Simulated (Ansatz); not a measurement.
Frontier orbitals of `[F][SnH]([SiH3])[Cl]`.

Z-matrix (Å, degrees):
```
Sn
Si 1 2.562
Cl 1 2.326 2 108.4
F 1 1.922 2 106.4 3 111.4
H 1 1.703 2 125.0 3 -127.2
H 2 1.483 1 108.0 3 64.3
H 2 1.481 1 107.4 3 -55.5
H 2 1.483 1 108.7 3 -175.8
```

Charge 0, multiplicity 1. Correlated methods include outer-core shells of Sn, which these sets cover unevenly. Sn: def2 effective core potential. The structure was optimised at the PBE0-D4/def2-TZVP level. Basis def2-TZVPP, Ansatz 0.2.0.

```tsv
functional	HOMO (eV)	LUMO (eV)	gap (eV)
LDA (SPW92)	-7.32	-2.40	4.92
PBE	-7.21	-2.13	5.08
BLYP	-7.06	-2.06	5.00
PBE0	-8.44	-1.24	7.20
B3LYP	-8.21	-1.52	6.69
r2SCANh	-7.97	-1.54	6.43
CAM-B3LYP	-9.70	-0.26	9.44
ωB97M-V	-10.48	0.55	11.03
```

From PBE to PBE0 the HOMO moves by −1.23 eV and the LUMO by +0.89 eV, and with ωB97M-V by −3.27 and +2.68 eV, so the gap grows from 5.08 to 11.03 eV with exact exchange. A positive LUMO is unbound and depends on the basis.

B3LYP here is the variant with VWN-RPA as its local correlation; programs differ in this.
